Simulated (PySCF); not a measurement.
Nb(Cl)5, SMILES [Cl][Nb]([Cl])([Cl])([Cl])[Cl], B3LYP/def2-SVP optimised geometry.

```
6

Nb    -1.14     0.00     0.00
Cl     1.15     0.00     0.00
Cl    -1.15    -2.34     0.00
Cl    -1.15     2.34     0.00
Cl    -2.29     0.00    -1.99
Cl    -2.29     0.00     1.98
```

Density from B3LYP/def2-TZVP, def2 effective core potentials past Kr (PySCF 2.14.0) at that geometry. The core electrons that the potentials of Nb replace are not part of the density.

Minimum of the electron density along straight lines between bonded atoms, close to the bond critical point (lines longer than 1.1 times the sum of covalent radii, or with two minima, are not listed):

```json
[
 {"bond": "Nb1–Cl3", "length / Å": "2.338", "ρ at the minimum / e bohr⁻³": "0.095", "∇²ρ there / e bohr⁻⁵": "0.20", "position (fraction from the first atom)": "0.49"},
 {"bond": "Nb1–Cl4", "length / Å": "2.338", "ρ at the minimum / e bohr⁻³": "0.095", "∇²ρ there / e bohr⁻⁵": "0.20", "position (fraction from the first atom)": "0.49"}
]
```
